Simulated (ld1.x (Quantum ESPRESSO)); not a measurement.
Values are calculated unless marked as measured or tabulated.
## Potentials for gallium (Ga) compared

Generated with ld1.x 7.5 (TM, RRKJ, ultrasoft, PAW), atompaw 4.2 or ONCVPSP 4.0.1. The cutoff is in Ry: for ld1.x and atompaw files where the sum of valence levels is converged to 10 mRy in a Bessel basis, for ONCV files where the hardest occupied wave has 1 mHa per electron of residual kinetic energy. The error is the largest all-electron minus pseudo excitation energy over each file’s own four to seven test configurations (ionisations up to +4, promotions, holes and added fractions of an electron), all of which were solved. The labels leave out finer settings (local radius, basis sizes, second energies), which also bear on the numbers. Spin-polarised tests are not counted. The rows are a selection from randomly drawn settings: files with unsolved tests, undetermined cutoffs or missed reference levels are left out.

A true bound ghost makes a file unfit for plane-wave use even where its test errors are small: the radial tests pick states by their node count and pass the ghost by.

| potential | cutoff (Ry) | largest error (meV) | bound ghosts |
| --- | --- | --- | --- |
| TM, PBE, fully relativistic, rc 1.90/2.50/2.10 (spd), local smoothed, core correction no, reference 4s1 4p0 | 12 | +322 | none |
| RRKJ, PBEsol, scalar-relativistic, rc 1.75/1.65/1.10 (spd), local p, core correction yes, reference 3d10 4s2 4p0.5 | 160 | -67 | s |
| PAW, LDA (PZ), scalar-relativistic, rc 1.70/1.55/1.30 (spd), local smoothed, core correction yes, reference 3d10 4s1 4p0 | 80 | -446 | s, p |
| RRKJ, PBE, scalar-relativistic, rc 1.95/2.80/1.25 (spd), local p, core correction no, reference 3d10 4s2 4p1 | 140 | -487 | s |
| RRKJ, PBE, scalar-relativistic, rc 1.90/2.60 (sp), local s, core correction yes, reference 4s2 4p0.5 | 15 | -148 | none |

Fill in the row for Ga: PAW, LDA (PZ), scalar-relativistic, rc 1.85/2.30/2.35 (spd), local smoothed, core correction yes, reference 4s2 4p1.

cutoff 8 Ry, largest error -204 meV, bound ghosts: none.

Fill in the row for Ga: TM semilocal, PBEsol, scalar-relativistic, rc 1.35/1.75 (sp), local p, core correction no, reference 4s2 4p1.

cutoff 40 Ry, largest error +75 meV, bound ghosts: none.
